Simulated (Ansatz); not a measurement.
Computed with Ansatz on PBE0-D4/def2-TZVP structures; ΔE is electronic, products minus reactants. CCSD(T)/CBS is the MP2 limit (def2-TZVPP, def2-QZVPP) plus CCSD(T) − MP2 in def2-TZVPP, frozen cores. This one scheme is used for every species, atoms too. Functionals use def2-TZVPP. No spin–orbit coupling; open shells (•) take unrestricted orbitals. Spin–orbit coupling would lower the free atoms: a little for C, Si.

`C[SiH2]C#N` → 2 C• + 5 H• + N• + Si•  (atomization)

```json
{"species": "`C[SiH2]C#N`", "PBE-QIDH energy (Eh)": "-423.13437"}
{"species": "C•", "PBE-QIDH energy (Eh)": "-37.80052"}
{"species": "H•", "PBE-QIDH energy (Eh)": "-0.50179"}
{"species": "N•", "PBE-QIDH energy (Eh)": "-54.54130"}
{"species": "Si•", "PBE-QIDH energy (Eh)": "-289.15959"}
```

Question: Work out ΔE.

Answer: ΔE = 5 × (-0.50179) + 2 × (-37.80052) + (-54.54130) + (-289.15959) − (-423.13437) = 1.32349 Eh = +3474.8 kJ/mol. CCSD(T)/CBS gives +3503.8 kJ/mol.

Question: What do rigid-rotor, harmonic-oscillator terms from PBE0-D4/def2-TZVP frequencies (298.15 K, 1 bar) make of the CCSD(T)/CBS value? (Best estimate.)

Answer: Computed: ΔZPE = -163.1 kJ/mol, ΔH = +3378.6 kJ/mol, ΔS = 900 J/(mol·K), ΔG = +3110.4 kJ/mol. Open shells count their whole term as degenerate.

Largest T1 diagnostic among the species: 0.012.

The D4 term adds +24.5 kJ/mol with B3LYP and +12.8 kJ/mol with PBE0; it sums over pairs of atoms, weighted by their polarisabilities, and B3LYP, whose exchange is more repulsive, gets the larger term. Leaving LDA and LC-ωPBE aside and taking each functional with its dispersion term where it has one, the values, not all of them listed here, spread over 163.4 kJ/mol, from BHLYP-D4 to PBE-D4. LDA lies +396.5 kJ/mol from PBE without D4, its usual overbinding.

B3LYP here is the variant with VWN-RPA as its local correlation; programs differ in this.

For atomizations the MP2-based limit and the directly extrapolated one differ by several kJ/mol either way, and by 10 to 25 for some Ge, Se and Sn compounds, so smaller differences from it don't rank the levels.
